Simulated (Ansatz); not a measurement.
Molecule: CH$_{7}$P$_{2}$Si, charge 0, multiplicity 2. It need not be the lowest isomer of its formula. 
Structure (B3LYP-D3(BJ)/def2-TZVP (Ansatz, a first-principles code) minimum search):
SMILES: P[Si](C)P
```xyz
11

C     -1.6053     1.3975    -0.2649
Si    -0.1617     0.2199    -0.5562
P     -0.5679    -1.9389     0.0290
P      1.6875     1.0522     0.4610
H     -1.3545     2.4083    -0.5915
H     -2.4917     1.0654    -0.8069
H     -1.8528     1.4322     0.8002
H     -1.1674    -1.6018     1.2759
H     -1.8152    -2.0040    -0.6482
H      2.4699    -0.1065     0.2257
H      1.3126     0.6439     1.7724
```
Charge 0, spin multiplicity 2.

Dipole moments at this geometry, in debye (magnitudes).

```json
[
 {"level": "SVWN5/def2-TZVPD", "program": "Ansatz", "dipole (D)": "1.48"},
 {"level": "B3LYP/def2-TZVPD", "program": "Ansatz", "dipole (D)": "1.36"},
 {"level": "PBE0/def2-TZVPD", "program": "Ansatz", "dipole (D)": "[?]"},
 {"level": "BHLYP/def2-TZVPD", "program": "Ansatz", "dipole (D)": "1.37"},
 {"level": "r2SCANh/def2-TZVPD", "program": "Ansatz", "dipole (D)": "1.47"},
 {"level": "r2SCAN0/def2-TZVPD", "program": "Ansatz", "dipole (D)": "1.46"},
 {"level": "wB97M-V/def2-TZVPD", "program": "Ansatz", "dipole (D)": "1.34"},
 {"level": "wB97X-V/def2-TZVPD", "program": "Ansatz", "dipole (D)": "1.48"},
 {"level": "CCSD(T)/aug-cc-pV(D+d)Z", "program": "Ansatz", "dipole (D)": "[?]"}
]
```

Problem. Fill in the missing entries.

Solution. 
- PBE0/def2-TZVPD, dipole (D): 1.45
- CCSD(T)/aug-cc-pV(D+d)Z, dipole (D): 1.32
